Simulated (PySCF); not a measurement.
Coordinates in bohr (charge 0 multiplicity 1):
```
I     0.0000    0.0000   -0.0385
H     0.0000    0.0000    3.0802
H     3.3904    0.0000    0.4411
H     0.0000    3.3904    0.4411
H    -3.3904    0.0000    0.4411
H     0.0000   -3.3904    0.4411
```

Method: PBE0 in PySCF with I def2-TZVP with ECP28, H def2-TZVP; scalar-relativistic core potentials, no spin–orbit coupling; density-fitted integrals.

This geometry of IH5 is a stationary point at this level.

Question: What is the point group?

Answer: C4v.

Question: Is it a minimum?

Answer: Yes: all harmonic wavenumbers are real.

Question: Which band is strongest in the infrared?

Answer: 1481 cm⁻¹ (e), 3255 km/mol.

Question: What are the dipole moment and the gap between the highest occupied and lowest empty levels?

Answer: 0.20 D and 4.54 eV.

Question: Give the atomic charges and bond orders.

Answer: 
```tsv
atom	Mulliken	Löwdin	polar tensor	Mayer order to I1
I1	0.29	0.44	1.70	–
H2	0.14	0.02	-0.13	0.76
H3,4,5,6	-0.11	-0.11	-0.39	0.75
```
